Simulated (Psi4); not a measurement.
C$_{6}$H$_{15}$In, singlet, at a GFN2-xTB geometry (such geometries of metal compounds can be far from the true shape) (all electrons, no relativity); Psi4 with PBE/STO-3G.

The Psi4 input:
```
memory 2 GB

molecule {
0 1
  In    0.07649762   -0.22200321    0.00693532
  C     2.02672712    0.15771225   -1.13545282
  C     2.36142183    1.63252338   -1.31068090
  H     1.94066758   -0.33083748   -2.11056739
  H     2.82357011   -0.35209405   -0.58529438
  H     2.45995188    2.12575404   -0.34227827
  H     1.58050189    2.14303965   -1.87522276
  H     3.30396277    1.75910326   -1.84981189
  C    -0.38833693   -2.35436143    0.69839517
  C    -1.78872250   -2.44716336    1.28982773
  H     0.35867416   -2.65031795    1.44040329
  H    -0.28641149   -3.03119926   -0.15454106
  H    -2.54125842   -2.18219544    0.54491415
  H    -1.89692529   -1.76512216    2.13538012
  H    -2.00419206   -3.45898083    1.64236480
  C    -1.45686153    1.39454694    0.51776553
  C    -1.14581916    2.75242261   -0.09509029
  H    -1.50381275    1.47106885    1.60794101
  H    -2.43115501    1.03525521    0.17402415
  H    -1.10938311    2.68711054   -1.18368891
  H    -0.18333376    3.12590196    0.25648098
  H    -1.90969286    3.48758859    0.17147927
}

set basis sto-3g
set scf_type pk
set puream true
set d_convergence 1e-8
set dft_radial_points 99
set dft_spherical_points 590

energy('pbe')
print_variables()
```

What the program printed (banner, timings and long lists left out):

```
   => Loading Basis Set <=

    Name: STO-3G
    Role: ORBITAL
    Keyword: BASIS

         ---------------------------------------------------------
                                   SCF
               by Justin Turney, Rob Parrish, Andy Simmonett
                          and Daniel G. A. Smith
                              RKS Reference
         ---------------------------------------------------------

  ==> Geometry <==

    Molecular point group: c1
    Full point group: C1

    Geometry (in Angstrom), charge = 0, multiplicity = 1:

       Center              X                  Y                   Z               Mass
    ------------   -----------------  -----------------  -----------------  -----------------
         IN           0.063226754391    -0.183467716143     0.005724326369   114.903878776000
         C            2.013456254391     0.196247743857    -1.136663813631    12.000000000000
         C            2.348150964391     1.671058873857    -1.311891893631    12.000000000000
         H            1.927396714391    -0.292301986143    -2.111778383631     1.007825032230
         H            2.810299244391    -0.313558556143    -0.586505373631     1.007825032230
         H            2.446681014391     2.164289533857    -0.343489263631     1.007825032230
         H            1.567231024391     2.181575143857    -1.876433753631     1.007825032230
         H            3.290691904391     1.797638753857    -1.851022883631     1.007825032230
         C           -0.401607795609    -2.315825936143     0.697184176369    12.000000000000
         C           -1.801993365609    -2.408627866143     1.288616736369    12.000000000000
         H            0.345403294391    -2.611782456143     1.439192296369     1.007825032230
         H           -0.299682355609    -2.992663766143    -0.155752053631     1.007825032230
         H           -2.554529285609    -2.143659946143     0.543703156369     1.007825032230
         H           -1.910196155609    -1.726586666143     2.134169126369     1.007825032230
         H           -2.017462925609    -3.420445336143     1.641153806369     1.007825032230
         C           -1.470132395609     1.433082433857     0.516554536369    12.000000000000
         C           -1.159090025609     2.790958103857    -0.096301283631    12.000000000000
         H           -1.517083615609     1.509604343857     1.606730016369     1.007825032230
         H           -2.444425875609     1.073790703857     0.172813156369     1.007825032230
         H           -1.122653975609     2.725646033857    -1.184899903631     1.007825032230
         H           -0.196604625609     3.164437453857     0.255269986369     1.007825032230
         H           -1.922963725609     3.526124083857     0.170268276369     1.007825032230

  Running in c1 symmetry.

  Rotational constants: A =      0.06493  B =      0.03581  C =      0.02374 [cm^-1]
  Rotational constants: A =   1946.40479  B =   1073.70195  C =    711.85664 [MHz]
  Nuclear repulsion =  677.666212009287619

  Charge       = 0
  Multiplicity = 1
  Electrons    = 100
  Nalpha       = 50
  Nbeta        = 50

  ==> Algorithm <==

  SCF Algorithm Type is PK.
  DIIS enabled.
  MOM disabled.
  Fractional occupation disabled.
  Guess Type is SAD.
  Energy threshold   = 1.00e-06
  Density threshold  = 1.00e-08
  Integral threshold = 1.00e-12

  ==> Primary Basis <==

  Basis Set: STO-3G
    Blend: STO-3G
    Number of shells: 44
    Number of basis functions: 72
    Number of Cartesian functions: 74
    Spherical Harmonics?: true
    Max angular momentum: 2

  ==> DFT Potential <==

   => LibXC <=

    Version 7.1.2
    S. Lehtola, C. Steigemann, M. J. T. Oliveira, and M. A. L. Marques,  SoftwareX 7, 1–5 (2018) (10.1016/j.softx.2017.11.002)

   => Composite Functional: PBE <=

    PBE GGA Exchange-Correlation Functional

    J.P. Perdew et. al., Phys. Rev. Lett., 77(18), 3865-3868, 1996

    Deriv               =              1
    GGA                 =           TRUE
    Meta                =          FALSE

    Exchange Hybrid     =          FALSE
    MP2 Hybrid          =          FALSE

   => Exchange Functionals <=

    1.0000     XC_GGA_X_PBE

   => Correlation Functionals <=

    1.0000     XC_GGA_C_PBE

   => LibXC Density Thresholds  <==

    XC_GGA_C_PBE:  1.00E-12
    XC_GGA_X_PBE:  1.00E-15

   => Molecular Quadrature <=

    Radial Scheme          =       TREUTLER
    Pruning Scheme         =           NONE
    Nuclear Scheme         =       TREUTLER

    Blocking Scheme        =         OCTREE
    BS radius alpha        =              1
    Pruning alpha          =              1
    Radial Points          =             99
    Spherical Points       =            590
    Total Points           =        1187839
    Total Blocks           =           8054
    Max Points             =            256
    Max Functions          =             66
    Weights Tolerance      =       1.00E-15

  ==> Integral Setup <==

  Using in-core PK algorithm.
   Calculation information:
      Number of atoms:                  22
      Number of AO shells:              44
      Number of primitives:            132
      Number of atomic orbitals:        74
      Number of basis functions:        72

      Integral cutoff                 1.00e-12
      Number of threads:                 1

  Performing in-core PK
  Using 6909012 doubles for integral storage.
  We computed 389181 shell quartets total.
  Whereas there are 490545 unique shell quartets.

  ==> DiskJK: Disk-Based J/K Matrices <==

    J tasked:                  Yes
    K tasked:                   No
    wK tasked:                  No
    Schwarz Cutoff:          1E-12

  Minimum eigenvalue in the overlap matrix is 2.1138398275E-01.
  Reciprocal condition number of the overlap matrix is 8.5665636428E-02.
    Using symmetric orthogonalization.

  ==> Pre-Iterations <==

  SCF Guess: Superposition of Atomic Densities via on-the-fly atomic UHF (no occupation information).

   -------------------------
    Irrep   Nso     Nmo
   -------------------------
     A         72      72
   -------------------------
    Total      72      72
   -------------------------

  ==> Iterations <==

                        Total Energy        Delta E     RMS |[F,P]|

   @RKS iter SAD: -5913.32399595223978   -5.91332e+03   0.00000e+00
   @RKS iter   1: -5918.38522305656534   -5.06123e+00   8.06691e-03 DIIS/ADIIS
   @RKS iter   2: -5914.33767405564413    4.04755e+00   2.88034e-02 DIIS/ADIIS
   @RKS iter   3: -5918.67889926929092   -4.34123e+00   4.04076e-03 DIIS/ADIIS
   @RKS iter   4: -5918.74469996096377   -6.58007e-02   1.62642e-03 DIIS/ADIIS
   @RKS iter   5: -5918.75307531438102   -8.37535e-03   2.25711e-04 DIIS/ADIIS
   @RKS iter   6: -5918.75332132911626   -2.46015e-04   6.59790e-05 DIIS
   @RKS iter   7: -5918.75333596577457   -1.46367e-05   1.19425e-05 DIIS
   @RKS iter   8: -5918.75333652777226   -5.61998e-07   2.83282e-06 DIIS
   @RKS iter   9: -5918.75333655256418   -2.47919e-08   1.82713e-06 DIIS
   @RKS iter  10: -5918.75333656468410   -1.21199e-08   8.17059e-08 DIIS
   @RKS iter  11: -5918.75333656471685   -3.27418e-11   1.50826e-08 DIIS
   @RKS iter  12: -5918.75333656471321    3.63798e-12   1.27283e-08 DIIS
   @RKS iter  13: -5918.75333656471776   -4.54747e-12   1.23429e-09 DIIS
  Energy and wave function converged.

  ==> Post-Iterations <==

   Electrons on quadrature grid:
      Ntotal   =   99.9999969670 ; deviation = -3.033e-06

    Orbital Energies [Eh]
    ---------------------

    Doubly Occupied:

[...]
    Virtual:

[...]
      72A      0.497912

    Final Occupation by Irrep:
              A
    DOCC [    50 ]
    NA   [    50 ]
    NB   [    50 ]

  @RKS Final Energy: -5918.75333656471776

   => Energetics <=

    Nuclear Repulsion Energy =            677.6662120092876194
    One-Electron Energy =               -9535.8670189318563644
    Two-Electron Energy =                3133.3607275270442187
    DFT Exchange-Correlation Energy =    -193.9132571691934004
    Empirical Dispersion Energy =           0.0000000000000000
    VV10 Nonlocal Energy =                  0.0000000000000000
    Total Energy =                      -5918.7533365647177561

Computation Completed

Properties will be evaluated at   0.000000,   0.000000,   0.000000 [a0]

Properties computed using the SCF density matrix

 Multipole Moments:

 ------------------------------------------------------------------------------------
     Multipole            Electronic (a.u.)      Nuclear  (a.u.)        Total (a.u.)
 ------------------------------------------------------------------------------------

 L = 1.  Multiply by 2.5417464519 to convert [e a0] to [Debye]
 Dipole X            :          2.5508956           -2.5078301            0.0430654
 Dipole Y            :         -7.3074215            7.2821529           -0.0252686
 Dipole Z            :          0.2116298           -0.2288440           -0.0172142
 Magnitude           :                                                    0.0528153

 ------------------------------------------------------------------------------------

  Variable Map:
  ----------------------------------------------------------------------------
[...]
  Array Variable Map:
  ----------------------------------------------------------------------------
[...]
[...]
```
